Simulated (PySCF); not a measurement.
Species: C3H7FOSi.
SMILES with atom numbers: `[CH2:1]=[C:2]([CH2:3][F:4])[SiH2:5][OH:6]` (hydrogens: H7, H8 on C1; H9, H10 on C3; H11, H12 on Si5; H13 on O6)

Theory: PBE0-D3(BJ)/def2-SVP geometry optimisation, gas phase (PySCF).

Question: Give the optimised bond lengths and angles.

Answer: 
```json
{"bond": "C1=C2", "length (Å)": "1.339"}
{"bond": "C2–C3", "length (Å)": "1.497"}
{"bond": "C3–F4", "length (Å)": "1.389"}
{"bond": "C2–Si5", "length (Å)": "1.885"}
{"bond": "Si5–O6", "length (Å)": "1.663"}
{"bond": "C1–H7", "length (Å)": "1.094"}
{"bond": "C1–H8", "length (Å)": "1.098"}
{"bond": "C3–H9, C3–H10", "length (Å)": "1.104"}
{"bond": "Si5–H11", "length (Å)": "1.488"}
{"bond": "Si5–H12", "length (Å)": "1.498"}
{"bond": "O6–H13", "length (Å)": "0.965"}
```

Bonds in one row agree within 0.01 Å and their mean is given. A selection of angles:
```json
{"angle": "C2–C1–H7", "degrees": "121.7"}
{"angle": "C2–C1–H8", "degrees": "122.2"}
{"angle": "H7–C1–H8", "degrees": "116.2"}
{"angle": "C1–C2–C3", "degrees": "121.6"}
{"angle": "C1–C2–Si5", "degrees": "121.8"}
{"angle": "C3–C2–Si5", "degrees": "116.6"}
{"angle": "C2–C3–F4", "degrees": "109.9"}
{"angle": "C2–C3–H9", "degrees": "112.4"}
{"angle": "F4–C3–H9", "degrees": "108.1"}
{"angle": "H9–C3–H10", "degrees": "108.7"}
{"angle": "C2–Si5–O6", "degrees": "110.5"}
{"angle": "C2–Si5–H11", "degrees": "108.8"}
{"angle": "C2–Si5–H12", "degrees": "108.2"}
{"angle": "O6–Si5–H11", "degrees": "107.6"}
{"angle": "O6–Si5–H12", "degrees": "111.6"}
{"angle": "H11–Si5–H12", "degrees": "110.1"}
{"angle": "Si5–O6–H13", "degrees": "112.2"}
```

Torsions: C1–C2–C3–F4 -147° (anticlinal); C1–C2–Si5–O6 118° (anticlinal); H13–O6–Si5–C2 43° (synclinal). The mirror-image conformer, all signs reversed, is as good.

Si5 (oxygen-bound silicon) is tetrahedral (angles from 107.6° to 111.6°). The 2 C–C bonds span 1.339 Å (C1=C2, drawn double) to 1.497 Å (C2–C3, drawn single), a spread of 0.158 Å. Of the pairs four or more bonds apart, those above aside, F4···O6 is among the closest relative to their van der Waals radii: 2.90 Å, 97 % of the sum of Bondi's values. H13 on O6 lies 2.21 Å from F4, 5 bonds away (angle at H 128°; Bondi radii sum to 2.67 Å).

Point group: C1 (no symmetry element, even within 0.4 Å). No frequency check. One conformer, not necessarily the lowest (C1–C2–C3–F4 -147°, C1–C2–Si5–O6 118°, C2–Si5–O6–H 43°).
